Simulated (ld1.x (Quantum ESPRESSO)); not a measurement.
Transferability test, RRKJ potential for B

- Element: boron (B)
- Generator: ld1.x (Quantum ESPRESSO) 7.5
- Type: norm-conserving RRKJ (Kleinman–Bylander form)
- Functional: PBE
- Relativity: scalar-relativistic
- Frozen core: [He]
- Valence charge: 3
- Reference configuration: 2s1.5 2p0 (charge +1.5)
- Partial waves: 2s (bound): rc 1.20 bohr; 2p (bound, empty): rc 3.20 bohr; 3d channel at 0.45 Ry: rc 2.85 bohr
- Local potential: all-electron potential smoothed inside 2.00 bohr (lloc = -2)
- Core correction: a·sin(br)/r model core inside 0.70 bohr
- rho0: 0.001

Energies are relative to the spin-unpolarised reference configuration 2s1.5 2p0; without spin polarisation the order of configurations can differ from experiment.

```json
{"valence configuration": "2s2 2p1", "charge": "0", "ΔE all-electron (eV)": "-19.432", "error AE − PS (meV)": "+291"}
{"valence configuration": "2s1 2p0", "charge": "+2", "ΔE all-electron (eV)": "14.210", "error AE − PS (meV)": "+4.7"}
{"valence configuration": "2s2 2p0.5", "charge": "+0.5", "ΔE all-electron (eV)": "-16.545", "error AE − PS (meV)": "+142"}
{"valence configuration": "2s0 2p3", "charge": "0", "ΔE all-electron (eV)": "-7.711", "error AE − PS (meV)": "+799"}
{"valence configuration": "2s1 2p2", "charge": "0", "ΔE all-electron (eV)": "-13.581", "error AE − PS (meV)": "+560"}
```

Question: What are ΔE and the potential's error for 2s2 2p0?

Answer: ΔE = -11.213 eV all-electron; the error (AE − PS) is +1.5 meV.

Question: What are ΔE and the potential's error for 2s1 2p1?

Answer: ΔE = -5.072 eV all-electron; the error (AE − PS) is +180 meV.

Levels in the configuration 2s1 2p2:

```json
{"level": "2s", "all-electron (eV)": "-9.921", "pseudo (eV)": "-9.897"}
{"level": "2p", "all-electron (eV)": "-4.058", "pseudo (eV)": "-4.289"}
```

Note: ghost state, extra bound levels that the all-electron valence spectrum of the same l lacks: s at -1350.8 eV. A true bound ghost makes a file unfit for plane-wave use.
